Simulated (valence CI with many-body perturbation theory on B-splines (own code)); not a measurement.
## E1 transitions of Re LX

Method: valence CI with perturbative core correlation (CI+MBPT): six valence electrons over a frozen Dirac-Fock core [Ne], a basis of 9 s, 9 p, 8 d, 6 f, 3 g, 1 h functions for each j, with the one-electron correlation potential Σ1 (screened to all orders), the two-electron term Σ2, the three-electron term Σ3, Breit, model QED; selected single and double excitations, second order for the rest, scaled by the run's own slope (own B-spline code, finite nucleus).

No measured spectrum was set against this ion. As an estimate, large intervals hold to a few tenths of a per cent, small ones and those within an open d or f shell to about a per cent. Among the levels kept, up to 960 cm⁻¹ of a level comes from second order outside the variational space, and about a tenth of that is noise between levels of different J, which matters for small intervals.

Lines 51 to 100 of 119 in falling wavelength, among levels below 5881.0 × 10³ cm⁻¹, chosen from the strongest by gf and those to the six lowest levels. Wavelengths and rates use the calculated energies. Electric multipoles are in the length gauge with retardation, E1 and E2 with the static RPA response of the core. Weak lines are less certain than strong ones. Lines between different terms over intervals too small for the method are left out, as are lines whose strength nearly cancels. The highest levels of a list are the least certain.

Levels are named by their leading jj configuration (3d3/2^4 stands for four electrons in 3d with j = 3/2), which in mixed levels can hold well under half, so a name can repeat and another be missing. Letters in brackets count levels of one name in rising energy.

```
λ vac (Å)                               Upper                           Lower   A (s⁻¹)  S (a.u.) with core polarisation  S without
    50.88      (3s^2 3p1/2^2 3d3/2 3d5/2) J=4  (3s^2 3p1/2^2 3p3/2 3d5/2) J=3  5.21e+09                         3.05e-03   3.09e-03
    50.31      (3s^2 3p1/2^2 3d3/2 3d5/2) J=3  (3s^2 3p1/2^2 3p3/2 3d5/2) J=2  8.54e+09                         3.76e-03   3.80e-03
    50.08      (3s^2 3p1/2^2 3p3/2 3d3/2) J=1      (3s^2 3p1/2^2 3p3/2^2) J=2  1.53e+10                         2.84e-03   2.87e-03
    49.98      (3s^2 3p1/2^2 3p3/2 3d3/2) J=3      (3s^2 3p1/2^2 3p3/2^2) J=2  1.81e+09                         7.83e-04   7.94e-04
    49.78          (3s^2 3p1/2^2 3d3/2^2) J=2  (3s^2 3p1/2^2 3p3/2 3d3/2) J=2  1.05e+10                         3.19e-03   3.23e-03
    49.74  (3s^2 3p1/2 3p3/2^2 3d3/2) J=2 [b]        (3s^2 3p1/2 3p3/2^3) J=2  3.12e+09                         9.47e-04   9.61e-04
    48.94      (3s^2 3p1/2^2 3d3/2 3d5/2) J=3  (3s^2 3p1/2^2 3p3/2 3d5/2) J=4  5.32e+09                         2.16e-03   2.18e-03
    48.10      (3s^2 3p1/2^2 3d3/2 3d5/2) J=2  (3s^2 3p1/2^2 3p3/2 3d5/2) J=2  7.24e+08                         1.99e-04   2.01e-04
    47.87  (3s^2 3p1/2 3p3/2^2 3d3/2) J=2 [b]        (3s^2 3p1/2 3p3/2^3) J=1  1.70e+08                         4.61e-05   4.66e-05
    47.20      (3s^2 3p1/2^2 3d3/2 3d5/2) J=1  (3s^2 3p1/2^2 3p3/2 3d5/2) J=2  1.27e+10                         1.98e-03   2.01e-03
    47.06  (3s^2 3p1/2 3p3/2^2 3d3/2) J=3 [b]        (3s^2 3p1/2 3p3/2^3) J=2  4.94e+08                         1.78e-04   1.80e-04
    46.77          (3s^2 3p1/2^2 3d3/2^2) J=0  (3s^2 3p1/2^2 3p3/2 3d3/2) J=1  4.21e+10                         2.12e-03   2.15e-03
    45.96      (3s^2 3p1/2^2 3d3/2 3d5/2) J=4  (3s^2 3p1/2^2 3p3/2 3d5/2) J=4  2.17e+10                         9.37e-03   9.49e-03
    45.79  (3s^2 3p1/2 3p3/2^2 3d3/2) J=2 [c]        (3s^2 3p1/2 3p3/2^3) J=2  1.93e+09                         4.58e-04   4.66e-04
    44.84  (3s^2 3p1/2 3p3/2^2 3d3/2) J=1 [b]        (3s^2 3p1/2 3p3/2^3) J=2  3.97e+07                         5.30e-06   5.14e-06
    44.21  (3s^2 3p1/2 3p3/2^2 3d3/2) J=2 [c]        (3s^2 3p1/2 3p3/2^3) J=1  1.36e+08                         2.90e-05   2.97e-05
    43.32  (3s^2 3p1/2 3p3/2^2 3d3/2) J=1 [b]        (3s^2 3p1/2 3p3/2^3) J=1  2.74e+09                         3.30e-04   3.36e-04
    42.82  (3s^2 3p1/2 3p3/2^2 3d3/2) J=1 [c]        (3s^2 3p1/2 3p3/2^3) J=2  1.88e+09                         2.18e-04   2.23e-04
    41.43  (3s^2 3p1/2 3p3/2^2 3d3/2) J=1 [c]        (3s^2 3p1/2 3p3/2^3) J=1  9.38e+07                         9.88e-06   1.01e-05
    40.69  (3s^2 3p1/2 3p3/2^2 3d5/2) J=3 [a]        (3s^2 3p1/2 3p3/2^3) J=2  9.82e+08                         2.28e-04   2.31e-04
    38.62      (3s^2 3p1/2 3p3/2^2 3d5/2) J=1        (3s^2 3p1/2 3p3/2^3) J=2  6.01e+10                         5.12e-03   5.18e-03
    37.76          (3s^2 3p1/2^2 3d5/2^2) J=2  (3s^2 3p1/2^2 3p3/2 3d5/2) J=1  1.41e+11                         1.88e-02   1.90e-02
    37.53          (3s^2 3p1/2^2 3d5/2^2) J=4  (3s^2 3p1/2^2 3p3/2 3d5/2) J=3  3.78e+11                         8.87e-02   8.98e-02
    37.48      (3s^2 3p1/2 3p3/2^2 3d5/2) J=1        (3s^2 3p1/2 3p3/2^3) J=1  3.96e+10                         3.09e-03   3.13e-03
    37.22      (3s^2 3p1/2 3p3/2^2 3d5/2) J=0        (3s^2 3p1/2 3p3/2^3) J=1  9.63e+10                         2.45e-03   2.48e-03
    37.14      (3s^2 3p1/2^2 3d3/2 3d5/2) J=3  (3s^2 3p1/2^2 3p3/2 3d3/2) J=3  3.74e+10                         6.62e-03   6.70e-03
    36.97      (3s^2 3p1/2^2 3p3/2 3d5/2) J=2      (3s^2 3p1/2^2 3p3/2^2) J=2  1.57e+11                         1.95e-02   1.98e-02
    36.50      (3s^2 3p1/2 3p3/2^2 3d5/2) J=2        (3s^2 3p1/2 3p3/2^3) J=2  5.27e+09                         6.33e-04   6.41e-04
    36.48          (3s^2 3p1/2^2 3d5/2^2) J=2  (3s^2 3p1/2^2 3p3/2 3d5/2) J=3  7.66e+10                         9.17e-03   9.28e-03
    36.15      (3s^2 3p1/2^2 3d3/2 3d5/2) J=3  (3s^2 3p1/2^2 3p3/2 3d3/2) J=2  2.16e+11                         3.53e-02   3.57e-02
    35.93      (3s^2 3p1/2^2 3d3/2 3d5/2) J=2  (3s^2 3p1/2^2 3p3/2 3d3/2) J=3  1.68e+10                         1.92e-03   1.95e-03
    35.88      (3s^2 3p1/2^2 3d3/2 3d5/2) J=2  (3s^2 3p1/2^2 3p3/2 3d3/2) J=1  1.69e+11                         1.92e-02   1.95e-02
    35.83      (3s^2 3p1/2^2 3p3/2 3d5/2) J=1      (3s^2 3p1/2^2 3p3/2^2) J=0  2.93e+11                         2.00e-02   2.02e-02
    35.76  (3s^2 3p1/2 3p3/2^2 3d5/2) J=3 [b]        (3s^2 3p1/2 3p3/2^3) J=2  1.85e+09                         2.92e-04   2.95e-04
    35.49      (3s^2 3p1/2 3p3/2^2 3d5/2) J=2        (3s^2 3p1/2 3p3/2^3) J=1  1.85e+10                         2.04e-03   2.07e-03
    35.40      (3s^2 3p1/2^2 3d3/2 3d5/2) J=4  (3s^2 3p1/2^2 3p3/2 3d3/2) J=3  3.20e+11                         6.31e-02   6.38e-02
    35.40      (3s^2 3p1/2^2 3d3/2 3d5/2) J=1  (3s^2 3p1/2^2 3p3/2 3d3/2) J=0  1.50e+11                         9.85e-03   9.97e-03
    35.37      (3s^2 3p1/2^2 3d3/2 3d5/2) J=1  (3s^2 3p1/2^2 3p3/2 3d3/2) J=1  1.42e+11                         9.32e-03   9.43e-03
    34.99      (3s^2 3p1/2^2 3d3/2 3d5/2) J=2  (3s^2 3p1/2^2 3p3/2 3d3/2) J=2  1.10e+11                         1.17e-02   1.18e-02
    34.96      (3s^2 3p1/2^2 3p3/2 3d5/2) J=3      (3s^2 3p1/2^2 3p3/2^2) J=2  5.48e+11                         8.10e-02   8.20e-02
    34.94          (3s^2 3p1/2^2 3d5/2^2) J=0  (3s^2 3p1/2^2 3p3/2 3d5/2) J=1  6.73e+11                         1.42e-02   1.43e-02
    34.78          (3s^2 3p1/2^2 3d5/2^2) J=4  (3s^2 3p1/2^2 3p3/2 3d5/2) J=4  1.36e+11                         2.55e-02   2.58e-02
    34.53          (3s^2 3p1/2^2 3d5/2^2) J=2  (3s^2 3p1/2^2 3p3/2 3d5/2) J=2  3.94e+11                         4.00e-02   4.05e-02
    34.52      (3s^2 3p1/2^2 3d3/2 3d5/2) J=1  (3s^2 3p1/2^2 3p3/2 3d3/2) J=2  2.19e+10                         1.33e-03   1.35e-03
    33.86      (3s^2 3p1/2^2 3p3/2 3d5/2) J=1      (3s^2 3p1/2^2 3p3/2^2) J=2  5.40e+10                         3.11e-03   3.15e-03
    28.37          (3s^2 3p1/2^2 3d5/2^2) J=4  (3s^2 3p1/2^2 3p3/2 3d3/2) J=3  1.05e+09                         1.07e-04   1.08e-04
    27.77          (3s^2 3p1/2^2 3d5/2^2) J=2  (3s^2 3p1/2^2 3p3/2 3d3/2) J=3  1.00e+09                         5.31e-05   5.37e-05
    27.74          (3s^2 3p1/2^2 3d5/2^2) J=2  (3s^2 3p1/2^2 3p3/2 3d3/2) J=1  1.60e+09                         8.44e-05   8.54e-05
    27.21          (3s^2 3p1/2^2 3d5/2^2) J=2  (3s^2 3p1/2^2 3p3/2 3d3/2) J=2  9.11e+08                         4.53e-05   4.58e-05
    26.19          (3s^2 3p1/2^2 3d5/2^2) J=0  (3s^2 3p1/2^2 3p3/2 3d3/2) J=1  8.50e+08                         7.53e-06   7.64e-06
```
